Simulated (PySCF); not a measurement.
## Cost of excited-state runs on 3,5-dimethylbenzyl alcohol (SMILES Cc1cc(C)cc(CO)c1)

Molfile (atoms numbered from 1):
```
C9H12O
     RDKit          3D

 22 22  0  0  0  0  0  0  0  0999 V2000
   -1.8385   -2.2942    0.3722 C   0  0  0  0  0  0  0  0  0  0  0  0
   -0.9618   -1.0977    0.1574 C   0  0  0  0  0  0  0  0  0  0  0  0
   -1.4521    0.1848    0.3613 C   0  0  0  0  0  0  0  0  0  0  0  0
   -0.6583    1.3040    0.1523 C   0  0  0  0  0  0  0  0  0  0  0  0
   -1.2091    2.6820    0.3626 C   0  0  0  0  0  0  0  0  0  0  0  0
    0.6503    1.1254   -0.2751 C   0  0  0  0  0  0  0  0  0  0  0  0
    1.1600   -0.1472   -0.4943 C   0  0  0  0  0  0  0  0  0  0  0  0
    2.5963   -0.3297   -0.9015 C   0  0  0  0  0  0  0  0  0  0  0  0
    3.4638   -0.4449    0.2193 O   0  0  0  0  0  0  0  0  0  0  0  0
    0.3499   -1.2522   -0.2698 C   0  0  0  0  0  0  0  0  0  0  0  0
   -2.5889   -2.0946    1.1336 H   0  0  0  0  0  0  0  0  0  0  0  0
   -1.2497   -3.1577    0.6727 H   0  0  0  0  0  0  0  0  0  0  0  0
   -2.3567   -2.5465   -0.5535 H   0  0  0  0  0  0  0  0  0  0  0  0
   -2.4729    0.3147    0.6933 H   0  0  0  0  0  0  0  0  0  0  0  0
   -1.9886    2.6776    1.1208 H   0  0  0  0  0  0  0  0  0  0  0  0
   -0.4243    3.3713    0.6651 H   0  0  0  0  0  0  0  0  0  0  0  0
   -1.6444    3.0544   -0.5653 H   0  0  0  0  0  0  0  0  0  0  0  0
    1.2821    1.9869   -0.4406 H   0  0  0  0  0  0  0  0  0  0  0  0
    2.7098   -1.2402   -1.5031 H   0  0  0  0  0  0  0  0  0  0  0  0
    2.9345    0.5257   -1.5001 H   0  0  0  0  0  0  0  0  0  0  0  0
    2.9411   -0.3579    1.0225 H   0  0  0  0  0  0  0  0  0  0  0  0
    0.7471   -2.2446   -0.4307 H   0  0  0  0  0  0  0  0  0  0  0  0
  1  2  1  0
  2  3  1  0
  3  4  2  0
  4  5  1  0
  4  6  1  0
  6  7  2  0
  7  8  1  0
  8  9  1  0
  7 10  1  0
 10  2  2  0
  1 11  1  0
  1 12  1  0
  1 13  1  0
  3 14  1  0
  5 15  1  0
  5 16  1  0
  5 17  1  0
  6 18  1  0
  8 19  1  0
  8 20  1  0
  9 21  1  0
 10 22  1  0
M  END
```

PySCF with density fitting, on 1 thread of an Arm Neoverse V2, shared host. Command: `OMP_NUM_THREADS=1 python excited_run.py task.json out`

How long does each of these runs take, and how much memory?
- vibronic structure, HF/def2-SV(P); Tamm-Dancoff
- vibronic structure, HF/def2-SV(P); Tamm-Dancoff; 4 states; grid level 3


| run | level | basis functions | wall time | peak memory (GiB) |
| --- | --- | --- | --- | --- |
| vibronic structure | HF/def2-SV(P) | 164 | 17 s | 0.74 |
| vibronic structure | HF/def2-SV(P) | 164 | 16 s | 0.82 |

Times from a shared host are rough.
